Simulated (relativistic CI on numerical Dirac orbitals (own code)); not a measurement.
**What each ingredient does to the levels of Ba+**

Base calculation: Dirac-Coulomb-Breit CI, orbitals from a KLI potential per configuration, a model potential for QED, valence Slater integrals scaled by 0.85, P86 correlation energy added to each configuration.

Configuration list (outside the closed core [Xe]): 6s, 5d, 6p, 7s, 6d, 4f, 7p, 6f, 8s, 7d, 8p, 9s, 8d, 5f, 5g, 10s. Levels of other configurations are missing.

The lowest level and the first level of each name with at least 55 % of one term (blank where a level has no safe partner in the second run):

| Level | Base (cm⁻¹) | Shift (cm⁻¹) |
| --- | --- | --- |
| 6s ²S1/2 | 0.0 | 0.0 |
| 5d ²D3/2 | 3972.0 | +59.0 |
| 5d ²D5/2 | 4450.4 | +56.2 |
| 6p ²P°1/2 | 18999.7 | +42.7 |
| 6p ²P°3/2 | 20363.5 | +40.3 |
| 7s ²S1/2 | 40340.8 | +24.6 |
| 6d ²D3/2 | 43489.9 | +43.5 |
| 6d ²D5/2 | 43671.6 | +42.9 |
| 7p ²P°1/2 | 47515.2 | +41.2 |
| 7p ²P°3/2 | 48014.8 | +40.1 |
| 4f ²F°5/2 | 52450.5 | +45.4 |
| 4f ²F°7/2 | 52786.7 | +45.7 |
| 8s ²S1/2 | 55902.4 | +33.1 |
| 7d ²D3/2 | 57579.7 | +41.1 |

Correlation outside the listed configurations is missing or only estimated: errors of thousands of cm⁻¹ between configurations and terms are usual at this charge. Rates and lifetimes follow the computed energies and can be off by large factors. The fine structure of a lone outer electron comes out too small, for d and f at times inverted, and misplaced configurations move strength between like terms. 11 of the 11 excited levels that our extract of the measured tables holds in this range could be paired (the sources list more); they are missed by 2209 cm⁻¹ on average and 4303 at most, and levels without a partner can miss by more.

**Question.** One thing was changed in a second run, which moved the levels as shown. Which?
A. non-relativistic limit
B. valence Slater integrals scaled by 0.75
C. Breit term removed
D. configuration mixing switched off
E. QED terms removed

**Answer.** E. QED terms removed. QED shifts follow the density of s (and p1/2) electrons at the nucleus, so configurations move by their count of such electrons; where none moves, the smaller shifts of p3/2 electrons and of j = l + 1/2 against j = l − 1/2 set the pattern.
